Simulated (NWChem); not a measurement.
System: N$_{2}$H$_{3}$, doublet; SMILES N[NH]

The following NWChem deck was run.

```
start job
memory heap 200 mb stack 900 mb global 1100 mb
geometry units angstroms
  N     -0.120994    -0.752145     0.007309
  N     -0.014192     0.576370    -0.063059
  H      0.840159    -1.110500    -0.047594
  H      0.835136     1.057311     0.231067
  H     -0.867317     1.075948     0.166440
end
basis spherical
  * library 3-21g
end
dft
  odft
  mult 2
  xc b3lyp
  iterations 150
end
driver
  maxiter 120
end
task dft optimize
task dft freq
```

No stability test was run on the SCF state. B3LYP is NWChem's, with the RPA form of VWN correlation.

The level has its own optimisation; frequencies are unscaled. Brackets give each atom's bonded neighbours.

Question: Give the results of this calculation. (B3LYP/3-21G, spin-unrestricted.) Quantities: basis functions; r N–N (Å); r H–N [H(N)–N(HN)] (Å); highest harmonic frequency (cm⁻¹); lowest (cm⁻¹); zero-point energy (kcal/mol); dipole (D).

Answer: 
| Property | Value |
|---|---|
| number of basis functions | 24 |
| r N–N (Å) | 1.405 |
| r H–N [H(N)–N(HN)] (Å) | 1.050 |
| highest harmonic frequency (cm⁻¹) | 3593 |
| lowest (cm⁻¹) | 413 |
| zero-point energy (kcal/mol) | 23.8 |
| dipole (D) | 2.69 |
